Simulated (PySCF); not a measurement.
# Electron correlation in S (sulfur, neutral)

[Ne] 3s2 3p4, high-spin 3P determinant. All numbers are calculated (PySCF 2.14, the spin-free X2C one-electron Hamiltonian (Gaussian nucleus), in dyall-av3z (19s12p3d2f, 84 functions)). Frozen: [Ne]; 6 electrons correlated; the 26 highest virtual orbitals of each spin left out.

```json
{"level": "CCSD", "correlation energy (mhartree)": "-142.53"}
{"level": "(T)", "correlation energy (mhartree)": "-5.03"}
{"level": "CCSD(T)", "correlation energy (mhartree)": "-147.56"}
```

Diagnostics: T1 = 0.0099, D1 = 0.0309, largest double amplitude 0.038.

Cost of the coupled-cluster step: of the order of 3 core-seconds, for 6 correlated electrons.

Iterations:

```
CC2 = 0
CCSD nocc = (np.int64(4), np.int64(2)), nmo = (53, 53)
frozen orbitals [[0, 1, 2, 3, 4, 58, 59, 60, 61, 62, 63, 64, 65, 66, 67, 68, 69, 70, 71, 72, 73, 74, 75, 76, 77, 78, 79, 80, 81, 82, 83], [0, 1, 2, 3, 4, 58, 59, 60, 61, 62, 63, 64, 65, 66, 67, 68, 69, 70, 71, 72, 73, 74, 75, 76, 77, 78, 79, 80, 81, 82, 83]]
max_cycle = 100
direct = 0
conv_tol = 1e-08
conv_tol_normt = 1e-06
diis_space = 8
diis_start_cycle = 0
Init t2, MP2 energy = -0.120055661049687
Init E_corr(UCCSD) = -0.120055661050212
cycle = 1  E_corr(UCCSD) = -0.136992514676862  dE = -0.0169368536  norm(t1,t2) = 0.045011
cycle = 2  E_corr(UCCSD) = -0.14075511229798  dE = -0.00376259762  norm(t1,t2) = 0.0152876
cycle = 3  E_corr(UCCSD) = -0.142583833582948  dE = -0.00182872128  norm(t1,t2) = 0.00649174
cycle = 4  E_corr(UCCSD) = -0.142525498403294  dE = 5.83351797e-05  norm(t1,t2) = 0.000996131
cycle = 5  E_corr(UCCSD) = -0.142525145979779  dE = 3.52423515e-07  norm(t1,t2) = 0.000256637
cycle = 6  E_corr(UCCSD) = -0.142527537926195  dE = -2.39194642e-06  norm(t1,t2) = 0.000102188
cycle = 7  E_corr(UCCSD) = -0.142527434294011  dE = 1.03632183e-07  norm(t1,t2) = 3.46151e-05
cycle = 8  E_corr(UCCSD) = -0.142527453772067  dE = -1.94780558e-08  norm(t1,t2) = 9.39353e-06
cycle = 9  E_corr(UCCSD) = -0.142527402541282  dE = 5.12307855e-08  norm(t1,t2) = 2.41248e-06
cycle = 10  E_corr(UCCSD) = -0.142527395367867  dE = 7.17341508e-09  norm(t1,t2) = 6.67787e-07
UCCSD converged
E(UCCSD) = -398.7400899595611  E_corr = -0.1425273953678665
UCCSD(T) correction = -0.00503154943499299
```
